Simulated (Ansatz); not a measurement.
`NB([SeH])CO` + H₂O → `NB(O)CO` + H₂Se  (formal hydrolysis of a B–Se bond)

Calculated with Ansatz (gas phase, PBE0-D4/def2-TZVP geometries, no zero-point term in ΔE). CBS: MP2 limit from def2 TZ/QZ plus the TZ coupled-cluster correction, frozen cores. This one scheme is used for every species. Functionals use def2-TZVPP. B3LYP here is the variant with VWN-RPA as its local correlation; programs differ in this. For Se outer-core shells are correlated without core-valence functions, which leaves a few kJ/mol of doubt a bond. Scalar relativity is left out up to krypton. Each species was taken in one conformer, which may not be the lowest.

Q: Is it downhill or uphill in electronic energy at CCSD(T)/CBS, and by how much? (Estimate.)

A: The calculation gave: Downhill: ΔE = -41.9 kJ/mol.

Q: What do these levels give: PBE-D4, r2SCAN-D4, PBE0-D4, B3LYP-D4, ωB97X-V, ωB97M-V, B2PLYP, PBE, HF/def2-TZVPP, CCSD/def2-TZVPP, HF/def2-QZVPP, CCSD/CBS(def2)? (An estimate is asked.)

A: The calculation gave: PBE-D4 -41.8, r2SCAN-D4 -49.1, PBE0-D4 -44.5, B3LYP-D4 -51.5, ωB97X-V -51.9, ωB97M-V -52.4, B2PLYP -52.6, PBE -46.3, HF/def2-TZVPP -68.9, CCSD/def2-TZVPP -49.4, HF/def2-QZVPP -69.9, CCSD/CBS(def2) -45.8 kJ/mol.

Largest T1 diagnostic among the species: 0.011.

In def2-TZVPP, CCSD(T) changes the Hartree–Fock value by +23.4 kJ/mol (the triples alone add +3.9 kJ/mol) and MP2 by +30.6 kJ/mol. The D4 term adds +7.5 kJ/mol with B3LYP and +4.0 kJ/mol with PBE0; it sums over pairs of atoms, weighted by their polarisabilities, and B3LYP, whose exchange is more repulsive, gets the larger term.
